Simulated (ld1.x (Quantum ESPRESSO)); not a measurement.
Which change was made? (N, PAW)

```
Element                 : nitrogen (N)
Generator               : ld1.x (Quantum ESPRESSO) 7.5
Type                    : PAW
Functional              : PBE
Relativity              : scalar-relativistic
Frozen core             : [He]
Valence charge          : 5
Reference configuration : 2s2 2p3
Partial waves           : 2s (bound): rcut 0.85, rcutus 1.15 bohr; 2s channel at -0.5 Ry: rcut 0.85, rcutus 1.15 bohr; 2p (bound): rcut 1.70, rcutus 2.25 bohr; 2p channel at 0.2 Ry: rcut 1.70, rcutus 2.25 bohr
Local potential         : all-electron potential smoothed inside 1.90 bohr (lloc = -1)
Core correction         : Bessel-smoothed model core, default radius (core density twice the valence density)
Augmentation charge     : PSQ, inside the norm-conserving radii
```

Cutoffs, loose and tight: the cutoffs (Ry, on a coarse ladder) from which the occupation-weighted sum of valence levels, in a spherical-Bessel basis at the reference potential, stays within 10 and 1 mRy of its value at 400 Ry. They do not see the model core or the augmentation charge, which bear on the density cutoff. Test errors are all-electron minus pseudo excitation energies from the reference, over the configurations 2s2 2p2; 2s2 2p1; 2s2 2p0; 2s1 2p3; 2s1 2p4; 2s0 2p5; 2s2 2p2.5; variants that change the core or the reference have their own tests. The largest error is taken over the tests solved by every variant that gives reliable tests at all, those not shown here included: 2s0 2p5; 2s1 2p4; 2s2 2p0.

The base gives: outcome: generated; cutoff, loose: 15 Ry; cutoff, tight: 25 Ry; bound ghosts: none; largest test error (meV): +21.

(1) After one change the result is: outcome: generated; cutoff, loose: 15 Ry; cutoff, tight: 25 Ry; bound ghosts: none; largest test error (meV): -5.6. Which change was it?
A. local potential all-electron potential smoothed inside 1.10 bohr (lloc = -1)
B. local potential all-electron potential smoothed inside 1.48 bohr (lloc = -1)
C. waves 2s (bound): rcut 0.70, rcutus 0.74 bohr; 2s channel at -0.5 Ry: rcut 0.70, rcutus 0.74 bohr

Results:

(1) B. The others give: waves 2s (bound): rcut 0.70, rcutus 0.74 bohr; 2s channel at -0.5 Ry: rcut 0.70, rcutus 0.74 bohr → outcome: generated, overlap not positive; bound ghosts: not determined (overlap not positive); largest test error (meV): -2.5 | local potential all-electron potential smoothed inside 1.10 bohr (lloc = -1) → outcome: generated; cutoff, loose: 15 Ry; cutoff, tight: 25 Ry; bound ghosts: none; largest test error (meV): -2.5. A file whose overlap is not positive is unfit for use, and its test errors describe a broken file.
